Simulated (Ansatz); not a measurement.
C2S, SMILES `[C]=C=S` (lower triplet) (charge 0, multiplicity 3). The linear singlet lies higher and needs more than one determinant, so no gap is given.

Method: Ansatz (a quantum-chemistry and plane-wave program) with LC-ωPBE/cc-pVTZ // B3LYP-D3(BJ)/def2-TZVP.

Ansatz 0.2 input:
```yaml
crystal:
  periodic: [false, false, false]
  atoms:
    - { symbol: C, position_ang: [-1.394552, 0.00706, 0.00001] }
    - { symbol: C, position_ang: [-0.086127, -0.012267, 0.000001] }
    - { symbol: S, position_ang: [1.479173, -0.033517, -0.00001] }
basis:
  gaussian: { orbitals: cc-pVTZ }
hamiltonian:
  xc: lc_wpbe
magnetization:
  spin_polarized: true
  initial_magnetization: 2
```

Output:

```
Functional definition: LC-wPBE
596 factors; their error is unknown
155 factors; integrals over basis functions are off by at most 9.0e-5 eV
mean field evaluation 1: about -12897.8215 eV, gradient 2.0e1 eV
mean field evaluation 2: about -12897.7975 eV, gradient 2.1e1 eV
mean field evaluation 4: about -12900.2527 eV, gradient 1.2e0 eV
mean field evaluation 8: about -12900.2541 eV, gradient 9.4e-2 eV
mean field evaluation 16: about -12900.2543 eV, gradient 1.3e-4 eV
mean field evaluation 32: about -12900.2543 eV, gradient 1.9e-5 eV
mean field -12900.25425231 eV, -474.0755996659 hartree, gradient 1.9e-5 eV, S^2 2.056491; 4 other end points of the search recorded, 0 dependent functions left out
reference -12900.25425231 eV, -474.0755996661 hartree; 15, 13 occupied and 79, 81 virtual orbitals, 596 factors
Total energy: -12900.25425231 eV, -474.0755996661 hartree
```
